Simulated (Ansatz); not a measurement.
Reaction (formal loss of a carbene): `B[SiH2]OC` → `[CH2]` (triplet) + `B[SiH2]O`

Isolated molecules relaxed with PBE0-D4/def2-TZVP in Ansatz; ΔE leaves out vibrations. CCSD(T)/CBS is the MP2 limit (def2-TZVPP, def2-QZVPP) plus CCSD(T) − MP2 in def2-TZVPP, frozen cores. This one scheme is used for every species. DFT in def2-TZVPP. B3LYP here is the variant with VWN-RPA as its local correlation; programs differ in this. HSE06 is defined as in plane-wave codes. Triplets are unrestricted, without spin–orbit coupling. One conformer a species, not always the lowest.

```
             level  ΔE (eV)  difference from CCSD(T)/CBS
           ωB97X-V     4.14                         0.17
           ωB97M-V     4.02                         0.05
            revPBE     3.75                        -0.22
              BLYP     3.85                        -0.12
            r2SCAN     3.74                        -0.23
             B3LYP     3.87                        -0.10
           r2SCANh     3.72                        -0.25
           r2SCAN0     3.69                        -0.28
             HSE06     3.92                        -0.05
     CCSD/def2-SVP     3.82                        -0.15
  CCSD(T)/def2-SVP     3.91                        -0.06
    MP2/def2-TZVPP     3.96                        -0.01
SCS-MP2/def2-TZVPP     4.01                         0.04
CCSD(T)/def2-TZVPP     3.87                        -0.10
    MP2/def2-QZVPP     4.01                         0.04
SCS-MP2/def2-QZVPP     4.08                         0.11
       CCSD(T)/CBS     3.97                            0
```

Largest T1 diagnostic among the species: 0.012.

At CCSD(T), def2-SVP lies −0.06 eV from the extrapolated value and def2-TZVPP −0.09 eV. From BLYP to BHLYP (50 % exact exchange), in def2-TZVPP and without D4, ΔE moves by −0.07 eV.
